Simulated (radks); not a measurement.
Coherent X-ray form factor from a spherical all-electron density. All-electron calculation, Dirac Kohn-Sham, LDA (Slater exchange, Perdew-Wang correlation), spin-unpolarised, spherical densities, finite nucleus; Fermi nuclear charge, rms radius of each element as measured or else 0.836 A^(1/3) + 0.57 fm. Program: a radial shooting solver on a logarithmic mesh with Libxc functionals.

| sin(theta)/lambda (1/angstrom) | f0 (electrons) |
|---|---|
| 0.05 | 66.411 |
| 0.1 | 64.729 |
| 0.15 | 62.177 |
| 0.2 | 59.053 |
| 0.25 | 55.656 |
| 0.3 | 52.226 |
| 0.4 | 45.845 |
| 0.5 | 40.422 |
| 0.6 | 35.881 |
| 0.8 | 28.725 |
| 1 | 23.529 |
| 1.25 | 19.226 |
| 1.5 | 16.552 |
| 2 | 13.053 |

The species is in the configuration that NIST lists as its ground one. Which atom or ion scatters so?

Answer. The ytterbium ion Yb3+, [Xe] 4f13. Extrapolating in s^2 from the first two rows gives f0(0) = 67.0, near the electron count 67; among species with that count, the fall with angle is slower the higher Z, and the table is that of Z = 70; from so few rows the species is fixed only to a neighbour or two.
